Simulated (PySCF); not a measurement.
**Ar²⁺ (argon, charge +2) across methods**

[Ne] 3s2 3p3 4s1, high-spin 5S determinant (an excited configuration). Calculation: PySCF 2.14, in aug-cc-pV(5+d)Z; no relativity, point nucleus.

```json
{"method": "TPSS", "E (hartree)": "-525.1732", "mean ε 3s β (eV)": "-53.524", "mean ε 3p α (eV)": "-43.288", "mean ε 4s α (eV)": "-16.163", "Σ⟨r²⟩ (bohr²)": "24.98", "⟨S²⟩": "6.000"}
{"method": "UHF", "E (hartree)": "-524.54478", "mean ε 3s β (eV)": "-58.711", "mean ε 3p α (eV)": "-50.704", "mean ε 4s α (eV)": "-18.507", "Σ⟨r²⟩ (bohr²)": "25.62", "⟨S²⟩": "6.000"}
{"method": "PBE", "E (hartree)": "-524.9638", "mean ε 3s β (eV)": "-53.491", "mean ε 3p α (eV)": "-42.991", "mean ε 4s α (eV)": "-16.294", "Σ⟨r²⟩ (bohr²)": "24.89", "⟨S²⟩": "6.000"}
{"method": "LDA", "E (hartree)": "-523.5419", "mean ε 3s β (eV)": "-53.762", "mean ε 3p α (eV)": "-42.904", "mean ε 4s α (eV)": "-16.479", "Σ⟨r²⟩ (bohr²)": "24.77", "⟨S²⟩": "6.000"}
{"method": "revPBE", "E (hartree)": "-525.0772", "mean ε 3s β (eV)": "-53.395", "mean ε 3p α (eV)": "-42.990", "mean ε 4s α (eV)": "-16.235", "Σ⟨r²⟩ (bohr²)": "24.91", "⟨S²⟩": "6.000"}
{"method": "r2SCAN", "E (hartree)": "-525.1134", "mean ε 3s β (eV)": "-53.661", "mean ε 3p α (eV)": "-43.870", "mean ε 4s α (eV)": "-16.296", "Σ⟨r²⟩ (bohr²)": "25.20", "⟨S²⟩": "6.000"}
{"method": "PBE0", "E (hartree)": "-525.0005", "mean ε 3s β (eV)": "-55.241", "mean ε 3p α (eV)": "-45.132", "mean ε 4s α (eV)": "-16.940", "Σ⟨r²⟩ (bohr²)": "25.00", "⟨S²⟩": "6.000"}
{"method": "PBEsol", "E (hartree)": "-524.2241", "mean ε 3s β (eV)": "-53.403", "mean ε 3p α (eV)": "-42.892", "mean ε 4s α (eV)": "-16.313", "Σ⟨r²⟩ (bohr²)": "24.82", "⟨S²⟩": "6.000"}
```

The outer electron is Rydberg-like, and this basis confines it to a smaller radius and binds it less than a complete one would.
